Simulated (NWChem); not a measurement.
# CdCl$_{2}$

SMILES: [Cd]([Cl])[Cl]
```xyz
3

Cd     0.0000     0.0000     0.0000
Cl     0.0000     0.0000    -2.2765
Cl     0.0000     0.0000     2.2765
```
Charge 0, spin multiplicity 1.

The numbers come from NWChem runs, not from measurements. The geometry was optimised at PBE0/def2-SVP with def2 effective core potentials on Cd, a minimum by its harmonic frequencies.

Symmetry labels belong to the abelian group D2h used in the runs, with the axes of the coordinates shown; states degenerate in a higher group split over its labels.

Effective core potentials replace the inner electrons of Cd; spin-orbit coupling is left out. The structure started from a generated list of species.

Question: List the lowest 4 singlet excitations that CIS/def2-SVPD with def2 effective core potentials on Cd gives, with oscillator strengths.

Answer: 
```tsv
state	symmetry	energy (eV)	wavelength (nm)	f
1	b3g	6.79	183	0.000
2	b2g	6.79	183	0.000
3	b2u	7.26	171	0.091
4	b3u	7.26	171	0.091
```
